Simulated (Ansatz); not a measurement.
Basis-set extrapolation for `OBCF` (PBE0-D4/def2-TZVP geometry, frozen core, Ansatz 0.2.0). Multiplicity 1, RHF reference.

|  | def2-TZVPP | def2-QZVPP |
| --- | --- | --- |
| HF | -239.327172 | -239.338295 |
| MP2 correlation | -0.757628 | -0.819388 |
| CCSD(T) correlation | -0.807988 | not run |

Energies in hartree. Use E(X) = E(∞) + A·exp(−7.88·√X) for Hartree–Fock and E(X) = E(∞) + B·X^(−2.97) for correlation, with X = 3 and 4, and add CCSD(T) minus MP2 of the smaller set to the MP2 limit.

What is the CCSD(T) energy at the basis-set limit?

HF limit: -239.338295 + (-0.011123) × 0.13774 = -239.33983. MP2 limit: -0.819388 + (-0.061760) × 0.74074 = -0.86514. Higher-order term: -0.807988 − (-0.757628) = -0.05036. Total: -240.25533 hartree, 315.5 kJ/mol below CCSD(T)/def2-TZVPP.
